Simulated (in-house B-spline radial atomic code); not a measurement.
Computed with a B-spline radial atomic code. Model: two electrons, singlet ground state, non-relativistic, full CI in B-splines with partial waves to l = 8 (at full coupling up to 3e-4 hartree above the limit, correlation up to 0.6 % small), density held at that of full coupling by Lieb maximisation.

W(λ) is the mean repulsion in the state of coupling λ less the Hartree energy of the fixed density. Its start is exact exchange, its initial slope is twice the second-order Görling-Levy correlation energy, and its area from 0 to 1 is E_xc. A straight curve means weak, dynamic correlation, and a curve that drops fast and flattens means strong correlation.

Command:
```bash
python run_ac.py task.json out
```
Settings (lengths in bohr, energies in hartree):
```
potential              dot
strength               4.42
lmax                   8
second                 0.5
```

Cost of the run: 12 s on 1 thread of Intel(R) Xeon(R) Processor @ 2.30GHz (shared host).

**W = mean repulsion less Hartree energy, and W of three functionals.**

Given: confinement charge in harmonic well; well frequency 4.42 hartree; nuclear charge 0.5; external potential omega^2 r^2/2 - Z/r.

Computed: PBE exchange minus exact 72.871 millihartree; SCAN exchange minus exact 7.5598 millihartree.

```csv
coupling,W xc (hartree),W xc minus exchange (millihartree),kinetic minus Kohn-Sham (millihartree),LDA (PW92) W minus its exchange (millihartree),PBE W minus its exchange (millihartree),SCAN W minus its exchange (millihartree)
0,-1.7077,0,0,0,0,0
0.02,-1.7097,-1.944,0,-13.26,-3.01,-1.9
0.05,?,?,?,?,?,?
0.12,-1.7192,-11.507,0.7,-54.01,-17.58,-11.11
0.25,-1.7313,-23.552,2.9,-92.01,-35.26,-22.54
0.4,-1.7447,-36.933,7.3,-127.27,-54.19,-35.14
0.6,-1.7617,-53.957,15.7,-166.35,-77.42,-51.08
0.8,-1.7778,-70.102,27,-199.65,-98.76,-66.17
1,-1.7931,-85.426,40.8,-228.93,-118.54,-80.5
1.4,-1.8215,-113.82,74.8,-279.03,-154.27,-107.14
2,-1.8592,-151.49,138.6,-339.99,-200.42,-142.86
3,?,?,?,?,?,?
4.5,-1.9715,-263.82,491.4,-504.63,-335.89,-253.93
7,-2.0414,-333.73,887.2,-603.6,-422.66,-327.72
10,-2.097,-389.32,1354.1,-684.02,-495.17,-389.03
```

Problem. What belongs in the row 0.05?

Solution. W xc (hartree): -1.7126; W xc minus exchange (millihartree): -4.841; kinetic minus Kohn-Sham (millihartree): 0.1; LDA (PW92) W minus its exchange (millihartree): -27.63; PBE W minus its exchange (millihartree): -7.48; SCAN W minus its exchange (millihartree): -4.71.

Problem. What belongs in the row 3?

Solution. W xc (hartree): -1.9114; W xc minus exchange (millihartree): -203.66; kinetic minus Kohn-Sham (millihartree): 268; LDA (PW92) W minus its exchange (millihartree): -418.43; PBE W minus its exchange (millihartree): -263.29; SCAN W minus its exchange (millihartree): -193.44.

Problem. What is the LDA exchange minus exact?

Solution. 249.47 millihartree.

**Energy parts, natural occupations and partial-wave weights.**

Computed: total energy 12.4996 hartree; exchange energy -1.7077 hartree; kinetic part of the DFT correlation energy 0.040814 hartree; initial slope twice GL2 -0.097484 hartree; kinetic part over minus potential part 0.47778; Kohn-Sham kinetic 6.8256 hartree; Lieb Oxford ratio E_xc over LDA exchange 1.2017.

```csv
natural,occupation of the shell (electrons)
s,1.9938
p,0.0054712
s,0.00040101
d,0.00024123
p,?
f,3.1652e-05
```

Problem. What belongs in the row p?

Solution. occupation of the shell (electrons): 5.7179e-05.

```csv
wave,weight
s,0.99708
p,0.002766
d,0.00012691
f,?
g,4.0366e-06
```

Problem. What belongs in the row f?

Solution. weight: 1.7567e-05.

Problem. What is the Hartree energy?

Solution. 3.4154 hartree.

Problem. What is the correlation energy?

Solution. -0.044611 hartree.

Half-way to full coupling W has made 53 % of its drop, against 50 % for a straight line, and second-order (GL2) theory, half the initial slope, overshoots the correlation energy by about 9 %: a moderate bend, as in light atoms. Over couplings 0 to 1 the errors in E_xc come to about +156 millihartree for LDA, +54 millihartree for PBE, +10 millihartree for SCAN, so SCAN is nearest. In LDA and PBE the errors of exchange and correlation have opposite signs, so the sum is smaller than the larger of the two.
